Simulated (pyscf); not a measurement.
Optimised with ωB97X-D3(BJ)/def2-SVP in PySCF.

**Question.** What is the homolytic dissociation enthalpy (298 K, ωB97M-D3(BJ)/def2-TZVP) of the C–Si bond of HO–SiH₂–CH₂–O–SiH₃, to HO–SiH₂• + •H₂C–O–SiH₃?

**Answer.** C–Si to HO–SiH₂• + •H₂C–O–SiH₃: 3.58 eV. The 7 functionals that were run give +3.21 (r²SCAN) to +3.61 eV (ωB97X-D3(BJ)/def2-TZVP). HO–SiH₂–CH₂–O–SiH₃ lies 1.38 eV over its isomer H₃C–O–SiH₂–O–SiH₃ (electronic energy, ωB97M-D3(BJ)/def2-TZVP). •H₂C–O–SiH₃ lies 0.25 eV over its isomer H₃C–O–SiH₂• (electronic energy, ωB97M-D3(BJ)/def2-TZVP). Other isomers of HO–SiH₂• were not searched in full and may lie lower.
